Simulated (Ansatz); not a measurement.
Frontier orbitals of C₃H₁₀O₄Sn, SMILES `C[O][Sn]([OH])([O]C)[O]C`.

Cartesian coordinates in Å:
```
C -2.329 1.112 -0.747
O -2.035 -0.270 -0.694
Sn -0.231 -0.902 -0.351
O -0.026 -2.626 -1.211
O 0.950 0.485 -1.044
C 2.352 0.342 -0.956
O 0.205 -1.199 1.519
C 0.221 -0.108 2.415
H -2.360 1.558 0.254
H -1.609 1.672 -1.353
H -3.318 1.223 -1.198
H -0.732 -2.791 -1.842
H 2.804 1.276 -1.300
H 2.723 -0.470 -1.592
H 2.691 0.158 0.070
H -0.790 0.261 2.630
H 0.661 -0.454 3.353
H 0.823 0.733 2.048
```

Charge 0, multiplicity 1. Correlated methods include outer-core shells of Sn, which these sets cover unevenly. Sn takes the def2 core potential. The structure was optimised at the PBE0-D4/def2-TZVP level. It is one conformer, not always the lowest. Basis def2-TZVPP, Ansatz 0.2.0.

Orbital energies of one run (eV). Highest occupied ones, from the top: -6.34, -6.37, -6.40, -6.86, -6.98, -7.57, -7.76, -8.66, -10.37, -10.46, -10.55, -10.63, -10.69, -10.81. Empty: -2.33, -0.01, 0.36, 0.54, 0.78, 1.43.

(1) Which functional gave them?
A. LC-ωPBE
B. B3LYP
C. ωB97X-V
D. revPBE

Answers

(1) D. HOMO energies: revPBE -6.34, LC-ωPBE -10.80, B3LYP -7.77, ωB97X-V -10.48 eV.

B3LYP here is the variant with VWN-RPA as its local correlation; programs differ in this. LC-ωPBE has ω = 0.4 bohr⁻¹.
